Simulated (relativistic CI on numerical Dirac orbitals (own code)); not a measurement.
## How the errors of a small relativistic CI change along the 80-electron sequence

Levels calculated with a relativistic CI code on KLI orbitals, against measured ones, in five cumulative steps: (1) Dirac-Coulomb, each configuration alone; (2) with Breit and QED terms; (3) with configuration mixing; (4) with scaled Slater integrals; (5) with a P86 correlation estimate. Each ion has its own short list of configurations; levels above 2,000 cm⁻¹ that pair in every step are counted, and ions without enough such levels are left out. The scale is 0.85 up to charge 4 and 0.9 beyond; P86 is a density functional added for each configuration.

Median relative error (%):

```tsv
Ion	Ground	Levels	(1)	(2)	(3)	(4)	(5)
Hg	6s2	10	21.5	21.9	16.6	18.1	11.0
Tl⁺	6s2	16	11.9	12.3	8.7	9.6	5.5
Pb²⁺	6s2	46	7.4	7.7	5.2	5.9	2.9
Bi³⁺	6s2	17	5.7	5.9	3.8	4.4	2.3
```

Mean absolute error (cm⁻¹):

```tsv
Ion	(1)	(2)	(3)	(4)	(5)
Hg	14169	14434	11148	11805	7384
Tl⁺	12794	13146	9544	10453	6328
Pb²⁺	13034	13410	8917	9987	4811
Bi³⁺	11922	12425	7834	8930	4788
```

In step (3), fully ab initio, the relative error is 16.6 % for Hg and 3.8 % for Bi³⁺, while the absolute error goes from 11148 to 7834 cm⁻¹. Level energies grow with the charge (linearly within a shell, quadratically where n changes), mostly faster than the correlation that the model misses, so the relative error falls. The sets of levels differ from ion to ion, which blurs the trend. Mixing (step 3) lowers the mean absolute error for 4 of the 4 ions and scaling (step 4) for 0. The P86 step changes the mean absolute error by a factor of 0.6 for the first ion and 0.5 for the last.

Sources of the measured levels: Hg, NIST Handbook of Basic Atomic Spectroscopic Data (Sansonetti and Martin, J. Phys. Chem. Ref. Data 34, 1559 (2005)); Tl⁺, NIST Handbook of Basic Atomic Spectroscopic Data (Sansonetti and Martin, J. Phys. Chem. Ref. Data 34, 1559 (2005)); Pb²⁺, Moore, Atomic Energy Levels, vol. III, NSRDS-NBS 35 (1971 reprint of NBS Circular 467, 1958); Bi³⁺, Moore, Atomic Energy Levels, vol. III, NSRDS-NBS 35 (1971 reprint of NBS Circular 467, 1958).
